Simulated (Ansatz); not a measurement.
Mulliken charges of ClH$_{3}$OSi$_{2}$, SMILES `Cl[SiH]1O[SiH2]1` from r2SCAN/def2-TZVPP in Ansatz (PBE0-D4/def2-TZVP geometry).

```
atom   x (Å)   y (Å)   z (Å)  charge (e)
 Cl1  -2.628  -0.578  -0.337      -0.223
 Si2  -0.744   0.107  -0.725       0.501
  O3   0.478  -0.991  -0.395      -0.437
 Si4   0.849   0.197   0.770       0.346
  H5  -0.748   0.620  -2.111      -0.063
  H6   0.679  -0.257   2.171      -0.057
  H7   2.175   0.834   0.580      -0.066
```

Problem. By hand: the dipole of these point charges (1 e Å = 4.8032 D).

Solution. Σ q r = (0.163, 0.604, 0.122) e Å, of length 0.637 e Å = 3.06 D.

Problem. How does the dipole of the full density compare? (An estimate is asked.)

Solution. Ansatz gave: (0.148, 0.276, 0.071) e Å, 1.54 D; the point charges give 1.99 times that, at 13° from its direction.

Point charges leave out the atoms' own dipoles, such as those of lone pairs, and Mulliken's split depends on the basis, so the two needn't agree.
